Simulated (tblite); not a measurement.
Species: C5H6F4O.
SMILES with atom numbers: `[F:1][C@@H:2]1[O:3][CH2:4][C@H:5]1[CH2:6][C:7]([F:8])([F:9])[F:10]` (hydrogens: H11 on C2; H12, H13 on C4; H14 on C5; H15, H16 on C6)

Computed with GFN2-xTB (tblite), gas phase: Langevin dynamics at 300 K from the optimised GFN2-xTB geometry, time step 0.5 fs, friction 0.01 fs⁻¹, 2000 steps. The instantaneous temperature is 2·E(kin)/(3Nk) with all 3N coordinates.

```csv
t (fs),T (K),E(pot) above start (eV),F1–C2 (Å),C2–O3 (Å),O3–C4 (Å),C4–C5 (Å),C5–C6 (Å),C2–H11 (Å),C4–C5–C6–C7 (°)
0,244,0.000,1.366,1.393,1.437,1.539,1.521,1.098,-79
25,116,0.275,1.386,1.383,1.461,1.490,1.546,1.078,-78
50,154,0.324,1.384,1.369,1.419,1.505,1.531,1.080,-75
75,203,0.302,1.356,1.368,1.414,1.545,1.495,1.128,-73
100,200,0.362,1.341,1.410,1.438,1.556,1.524,1.127,-70
125,177,0.410,1.354,1.422,1.475,1.479,1.491,1.111,-67
150,246,0.371,1.362,1.394,1.459,1.529,1.553,1.082,-74
175,215,0.483,1.412,1.380,1.403,1.546,1.548,1.088,-68
200,256,0.348,1.335,1.409,1.407,1.526,1.537,1.139,-76
225,258,0.404,1.415,1.419,1.440,1.538,1.562,1.108,-75
250,221,0.544,1.395,1.372,1.430,1.575,1.520,1.052,-69
275,307,0.449,1.329,1.378,1.432,1.544,1.526,1.071,-81
300,319,0.581,1.471,1.398,1.469,1.492,1.518,1.104,-81
325,337,0.445,1.418,1.385,1.454,1.541,1.547,1.114,-73
350,287,0.717,1.319,1.427,1.398,1.542,1.513,1.098,-60
375,399,0.503,1.371,1.434,1.430,1.541,1.547,1.079,-73
400,353,0.585,1.406,1.381,1.498,1.568,1.568,1.087,-80
425,329,0.755,1.340,1.335,1.464,1.545,1.554,1.121,-77
450,354,0.530,1.377,1.406,1.378,1.512,1.564,1.111,-75
475,322,0.587,1.408,1.439,1.409,1.508,1.587,1.080,-81
500,270,0.474,1.391,1.389,1.488,1.524,1.522,1.078,-82
525,218,0.573,1.340,1.361,1.505,1.579,1.525,1.102,-83
550,358,0.402,1.393,1.354,1.416,1.530,1.504,1.133,-80
575,246,0.540,1.395,1.395,1.405,1.477,1.454,1.128,-77
600,260,0.526,1.392,1.429,1.469,1.516,1.539,1.109,-78
625,265,0.606,1.370,1.447,1.465,1.581,1.562,1.102,-76
650,348,0.421,1.319,1.426,1.425,1.551,1.510,1.062,-76
675,266,0.662,1.397,1.384,1.430,1.493,1.519,1.061,-68
700,258,0.542,1.394,1.408,1.461,1.529,1.589,1.113,-64
725,243,0.491,1.384,1.422,1.422,1.515,1.542,1.115,-66
750,265,0.507,1.382,1.408,1.416,1.524,1.527,1.132,-70
775,272,0.405,1.385,1.363,1.484,1.558,1.492,1.097,-58
800,270,0.522,1.344,1.357,1.462,1.544,1.496,1.110,-61
825,302,0.484,1.414,1.395,1.426,1.585,1.531,1.121,-66
850,268,0.480,1.429,1.397,1.441,1.543,1.541,1.128,-68
875,268,0.498,1.358,1.450,1.455,1.548,1.539,1.058,-74
900,256,0.713,1.334,1.457,1.430,1.523,1.525,1.030,-62
925,287,0.601,1.357,1.353,1.422,1.537,1.580,1.087,-59
950,360,0.554,1.395,1.388,1.444,1.500,1.524,1.133,-57
975,281,0.635,1.380,1.432,1.416,1.572,1.519,1.158,-53
1000,255,0.507,1.361,1.386,1.446,1.538,1.506,1.111,-55
```

Q: From 500 fs on, how do temperature and potential energy compare with equipartition?

A: The mean temperature of these 21 frames is 277 K against the target 300 K, and the mean potential energy 0.53 eV against 42 × kT/2 = 0.54 eV for 42 classical harmonic modes. For 16 atoms in a canonical ensemble the temperature itself scatters by T·√(2/(3N)) = 61 K; here its standard deviation is 36 K. The whole run lasts only 10 friction times of 100 fs, so these averages carry a wide statistical error.

Q: What are the kinetic and total energies of the listed frame with the highest potential energy?

A: The one at 425 fs, 0.755 eV above the start. Its kinetic energy is 3NkT/2 = 0.680 eV at 329 K, so the sum is 1.44 eV; over the listed frames the sum runs from 0.50 to 1.44 eV, since the thermostat adds and removes energy.

Q: How much do the listed bonds fluctuate from 500 fs on?

A: 
```
  bond  at the start (Å)  mean (Å)  standard deviation (Å)
 F1–C2             1.366     1.377                   0.027
 C2–O3             1.393     1.400                   0.032
 O3–C4             1.437     1.444                   0.027
 C4–C5             1.539     1.537                   0.028
 C5–C6             1.521     1.526                   0.029
C2–H11             1.098     1.103                   0.030
```

The motion is classical and holds no zero-point motion.

The cost below is that of the whole dynamics run. The run took 12 s of wall time on an Arm Neoverse V1 with one thread, no GPU, shared host with 64 logical CPUs at a one-minute load of 24, and the process peaked at 0.18 GiB of memory.
